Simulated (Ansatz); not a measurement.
I₃In (SMILES [I][In]([I])[I]), singlet, at a GFN2-xTB geometry (such geometries of metal compounds can be far from the true shape) (core potentials on I, In); Ansatz (an electronic-structure program) with PBE0/def2-SVP.

The Ansatz input:
Ansatz 0.2 input:
```yaml
crystal:
  periodic: [false, false, false]
  atoms:
    - {symbol: In, position_ang: [-0.00000000, -0.00000000, 0.00000000]}
    - {symbol: I, position_ang: [2.54499834, -0.41292967, -0.80803752]}
    - {symbol: I, position_ang: [-0.93309036, -1.23964966, 2.21202695]}
    - {symbol: I, position_ang: [-1.61190798, 1.65257933, -1.40398942]}
basis:
  gaussian:
    orbitals: def2-SVP
hamiltonian:
  xc: pbe0
accuracy: high
```

What the program printed (banner, timings and long lists left out):

```
Functional definition: PBE0
2550 factors; integrals over basis functions are off by at most 1.0e-8 eV
mean field evaluation 1: about -29481.0081 eV, gradient 1.6e1 eV
mean field evaluation 2: about -29480.0652 eV, gradient 2.4e1 eV
mean field evaluation 4: about -29481.8887 eV, gradient 4.8e-1 eV
mean field evaluation 8: about -29481.9321 eV, gradient 3.4e-2 eV
mean field evaluation 16: about -29481.9321 eV, gradient 1.0e-6 eV
mean field -29481.93212369 eV, -1083.4410219744 hartree, gradient 4.9e-8 eV, S^2 0.000000; 0 other end points of the search recorded, 0 dependent functions left out
reference -29481.93212592 eV, -1083.4410220561 hartree; 48, 48 occupied and 56, 56 virtual orbitals, 2550 factors
Total energy: -29481.93212592 eV, -1083.4410220561 hartree
```
